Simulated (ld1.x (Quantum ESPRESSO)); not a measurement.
# Varying the RRKJ potential for Lu

Base potential:

```
Element                 : Lu
Generator               : ld1.x (Quantum ESPRESSO) 7.5
Type                    : norm-conserving RRKJ (Kleinman–Bylander form)
Functional              : PBE
Relativity              : fully relativistic
Frozen core             : [Kr] 4d10 5s2
Valence charge          : 23
Reference configuration : 4f14 5p6 5d1 6s2 6p0
Partial waves           : 6s (bound): rc 3.35 bohr; 5p (bound): rc 1.60 bohr; 4f (bound): rc 0.65 bohr; 5d (bound): rc 2.05 bohr
Local potential         : the d channel
Core correction         : Bessel-smoothed model core inside 0.40 bohr
rho0                    : 0.02
```

Open shells are filled in proportion to 2j + 1 (rel_dist='average').

All-electron outer shells of the reference configuration (PBE, scalar-relativistic, ld1.x):

```json
{"shell": "4d", "level (eV)": "-191.92", "outermost node (bohr)": "0.23", "outermost maximum (bohr)": "0.48"}
{"shell": "5s", "level (eV)": "-61.06", "outermost node (bohr)": "0.57", "outermost maximum (bohr)": "1.04"}
{"shell": "5p", "level (eV)": "-31.66", "outermost node (bohr)": "0.61", "outermost maximum (bohr)": "1.19"}
{"shell": "4f", "level (eV)": "-9.62", "outermost node (bohr)": "–", "outermost maximum (bohr)": "0.47"}
{"shell": "6s", "level (eV)": "-4.66", "outermost node (bohr)": "1.41", "outermost maximum (bohr)": "3.08"}
{"shell": "5d", "level (eV)": "-1.75", "outermost node (bohr)": "0.68", "outermost maximum (bohr)": "1.84"}
{"shell": "6p", "level (eV)": "-1.34", "outermost node (bohr)": "1.73", "outermost maximum (bohr)": "4.26"}
```

Cutoffs, loose and tight: the cutoffs (Ry, on a coarse ladder) from which the occupation-weighted sum of valence levels, in a spherical-Bessel basis at the reference potential, stays within 10 and 1 mRy of its value at 400 Ry. They do not see the model core or the augmentation charge, which bear on the density cutoff. Test errors are all-electron minus pseudo excitation energies from the reference, over the configurations 4f14 5p6 5d1 6s1 6p0; 4f14 5p6 5d1 6s0 6p0; 4f14 5p6 5d0 6s0 6p0; 4f13 5p6 5d1 6s2 6p0; 4f14 5p6 5d1.5 6s1.5 6p0; 4f13 5p6 5d0 6s0 6p0; 4f14 5p6 5d1 6s0 6p1. A dash means not determined; rows that change the core or the reference have their own tests. The largest error is taken over the tests solved by every variant that gives reliable tests at all: 4f13 5p6 5d0 6s0 6p0; 4f13 5p6 5d1 6s2 6p0; 4f14 5p6 5d0 6s0 6p0; 4f14 5p6 5d1 6s0 6p0; 4f14 5p6 5d1 6s1 6p0.

A true bound ghost makes a file unfit for plane-wave use even where its test errors are small: the radial tests pick states by their node count and pass the ghost by. Where a test does run into it, the solver fails or the error is huge.

Cutoffs are not given where the Bessel-basis levels miss the radial ones by over 6 mRy, ghosts where they miss by over 20 mRy; a channel whose overlap is not positive is not tested.

| change | outcome | cutoff, loose | cutoff, tight | bound ghosts | largest test error (meV) |
| --- | --- | --- | --- | --- | --- |
| base | generated, misses its reference levels by 0.20 eV | – | – | p3/2, s | -887 |
| scalar-relativistic | generated | – | – | s, p | +647 |
| wave 4f (bound): rc 0.65 bohr becomes 4f (bound): rc 0.86 bohr | generated, misses its reference levels by 0.20 eV | over 300 Ry | over 300 Ry | p3/2, s | -826 |
| core [Kr] 4d10, valence charge 25; reference 4f14 5s2 5p6 5d1 6s1 6p0; waves now 5s (bound): rc 1.10 bohr; 5p (bound): rc 1.35 bohr; 5d (bound): rc 2.80 bohr; 4f (bound): rc 0.95 bohr; local potential all-electron potential smoothed inside 2.30 bohr (lloc = -2); core correction none | failed: compute_phi: phi has nodes before r_c | – | – | – | – |
| local potential the s channel | failed: run_pseudo: Errors in PS-KS equation | – | – | – | – |
| reference 4f14 5p6 5d2 6s1 6p0 | generated, misses its reference levels by 0.17 eV | – | – | p3/2, s | -1040 |
| type TM; local potential all-electron potential smoothed inside 2.40 bohr (lloc = -1); rho0 0 | failed: run_pseudo: Errors in PS-KS equation | – | – | – | – |
| wave 5p (bound): rc 1.60 bohr becomes 5p (bound): rc 1.24 bohr | failed: compute_phi: phi has nodes before r_c | – | – | – | – |
| functional LDA (PZ) | generated, misses its reference levels by 0.20 eV | – | – | p3/2, s | -880 |

Problem. What comes out with this change to the base: wave 6s (bound): rc 3.35 bohr becomes 6s (bound): rc 4.26 bohr?

Solution. outcome: generated, misses its reference levels by 0.20 eV; bound ghosts: p3/2, s; largest test error (meV): -1997.
